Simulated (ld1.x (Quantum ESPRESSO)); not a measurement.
## What one change does to a pseudopotential (Cs, TM)

```json
{"Element": "caesium", "Generator": "ld1.x (Quantum ESPRESSO) 7.5", "Type": "norm-conserving Troullier–Martins (Kleinman–Bylander form)", "Functional": "PBE", "Relativity": "scalar-relativistic", "Frozen core": "[Kr] 4d10 5s2", "Valence charge": "7", "Reference configuration": "5p6 5d1 6s0 6p0", "Partial waves": "6s (bound, empty): rc 3.05 bohr; 5p (bound): rc 3.50 bohr; 5d (bound): rc 4.10 bohr", "Local potential": "the d channel", "Core correction": "a·sin(br)/r model core inside 1.40 bohr"}
```

Change: all radii but the core radius scaled by about 1.32 (s 4.02, p 4.60, d 5.40 bohr).

Cutoffs: the cutoffs (Ry, on a coarse ladder) from which the occupation-weighted sum of valence levels, in a spherical-Bessel basis at the reference potential, stays within 10 and 1 mRy of its value at 400 Ry; they do not see the model core or the augmentation charge, which bear on the density cutoff. Errors are all-electron minus pseudo energies relative to the spin-unpolarised reference configuration.

Question: Predict the effect on cutoff, ghosts and configuration errors.

Answer: Both files are so soft that the ladder of cutoffs tells neither apart; both files keep a bound ghost (s); the number of tests that count goes from 6 to 4; of the 4 tests that both files solve, the error grows in 2 and shrinks in 1 by more than 15 % and 0.3 meV (median size 6.8 → 9.3 meV).

```csv
quantity,base,changed
"cutoff, loose",8 Ry,8 Ry
"cutoff, tight",10 Ry,10 Ry
loose cutoff by channel (10 mRy a level),"p 8 Ry, d 6 Ry","p 6 Ry, d 6 Ry"
bound ghosts,s,s
"tests counted (converged, no solver errors)",6 of 6,4 of 6
"error for 5p6 5d0 6s1 6p0, meV [ΔE -1.67 eV]",-2.4,-1.0
"error for 5p6 5d0 6s0 6p0, meV [ΔE 2.19 eV]",+11,+19
"error for 5p6 5d0.5 6s0.5 6p0, meV [ΔE -0.83 eV]",-0.7,-0.5
"error for 5p6 5d0 6s0 6p1, meV [ΔE -0.30 eV]",+14,+18
```

Changed file: Tests not counted: 5p6 5d0 6s0.5 6p0 (solver errors, printed error -280 meV); 5p5 5d0 6s1 6p0 (solver errors, printed error -2.2 eV). A true bound ghost makes a file unfit for plane-wave use even where its test errors are small: the radial tests pick states by their node count and pass the ghost by. Where a test does run into it, the solver fails or the error is huge.
